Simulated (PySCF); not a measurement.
Several species in one continuum solvent.

Level: PBE0/pcSseg-1 in PySCF, non-relativistic, each on one gas-phase PBE0-D3(BJ)/def2-SVP geometry that isn't relaxed in the solvent. The solvent is an IEF-PCM continuum (van der Waals radii × 1.2). Specific hydrogen bonds and non-electrostatic terms are outside this model.

**Question.** Order them by E(solvent) − E(gas) in cyclohexane (ε = 2.017), most negative first (kJ/mol).
A. `[CH3:1]/[CH:2]=[C:3]1\[CH2:4][C@H:5]1[OH:6]` with C4–C5–O6–H 61°
B. `[O:1]=[P@@H:2]1[CH2:3][CH2:4][C@H:5]([C:6]([F:7])([F:8])[F:9])[CH2:10]1` with O1–P2–C3–C4 -109°, P2–C3–C4–C5 -38°, C3–C4–C5–C6 173°, C4–C5–C10–P2 -36°
C. `[CH3:1][CH2:2][P@:3]([CH3:4])(=[O:5])[C:6]([F:7])=[C:8]([F:9])[F:10]` with C1–C2–P3–C4 -56°, C2–P3–C6–F7 -73°

**Answer.** B (-18.6), C (-15.5), A (-8.2).

```csv
SMILES,charge,ΔE (kJ/mol),polarisation term (kJ/mol),HOMO shift (eV),dipole gas (D),dipole solvent (D),atoms
O=[P@@H]1CC[C@H](C(F)(F)F)C1,0,-18.6,-20.0,+0.01,3.62,4.07,18
CC[P@](C)(=O)C(F)=C(F)F,0,-15.5,-16.5,+0.04,3.63,4.08,18
C/C=C1\C[C@H]1O,0,-8.2,-8.5,+0.02,1.91,2.08,14
```

The polarisation term is half the interaction of the solute with the induced surface charges.
